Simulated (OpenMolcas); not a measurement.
A calculation on O4+.

| Property | Result |
| --- | --- |
| Program | OpenMolcas |
| Method | XMS-CASPT2, IPEA 0.25 Eh, imaginary shift 0.1 Eh (closed shells correlated: 1s) |
| Basis | ANO-RCC-VTZP [4s3p2d1f] |
| Scalar Hamiltonian | DKH2, point nucleus |
| Active space | 2 electrons in 8 orbitals (2s 2p 3s 3p) |
| State averaging | 2S+1 = 3 even, 3 roots; 2S+1 = 1 even, 7 roots; 2S+1 = 3 odd, 3 roots; 2S+1 = 1 odd, 3 roots |
| Spin-orbit coupling | RASSI with atomic mean-field integrals over the reference wave functions, term energies averaged over their components |

Task: Which level of the active space comes out lowest?

Result: 2s² ¹S₀, with 100 % of that term; it is also the measured ground level.

Task: How high does 2p² ³P₁ lie?

Result: 214407 cm⁻¹ above the lowest level; measured 213618 cm⁻¹ above the ground level, so the calculation is off by 0 %.

Task: How high does 2s 2p ³P°₂ lie?

Result: 82458 cm⁻¹ above the lowest level; measured 82385 cm⁻¹ above the ground level, so the calculation is off by 0 %.

Task: How high does 2s 2p ³P°₁ lie?

Result: 82162 cm⁻¹ above the lowest level; measured 82079 cm⁻¹ above the ground level, so the calculation is off by 0 %.

Measured values: Moore, Selected Tables of Atomic Spectra, NSRDS-NBS 3, section 9.

Active for correlation alone: 3p 3s; no level in the range computed is led by a configuration that fills them, so any true level of that kind is missing. Computed and measured levels are paired by configuration, term and J; levels that our copy of the source lacks, or whose pairing is in doubt (as where it misses far off the trend of its configuration), stay unpaired and out of the deviations. Only configurations of the active space appear.

° marks odd parity.
